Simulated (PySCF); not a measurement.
# Stationary points of PbBr₃

Method: PBE/[Pb def2-SVP with ECP60, Br def2-SVP], scalar-relativistic core potentials, density fitting, no spin–orbit coupling, PySCF.

Relaxations began from a few typed shapes; open shells are unrestricted. The search is not exhaustive: other isomers or separated fragments can lie lower, and high-lying points may rest on an excited occupation.

(1) Order these stationary points by electronic energy, lowest first, in kJ/mol from the lowest minimum.
A. doublet D3h: Pb–Br 2.697 Å (×3); Br–Pb–Br 120.0° (×3)
B. doublet C3v: Pb–Br 2.673 Å (×3); Br–Pb–Br 110.6° (×3)

(2) Which of them are minima?

Answers

(1) B (0.0), A (10.8).

(2) By energy in kJ/mol, 0.0: minimum; 10.8: saddle point, 1 imaginary mode.

For the lowest minimum: with an element this heavy the missing spin–orbit coupling can shift these numbers.
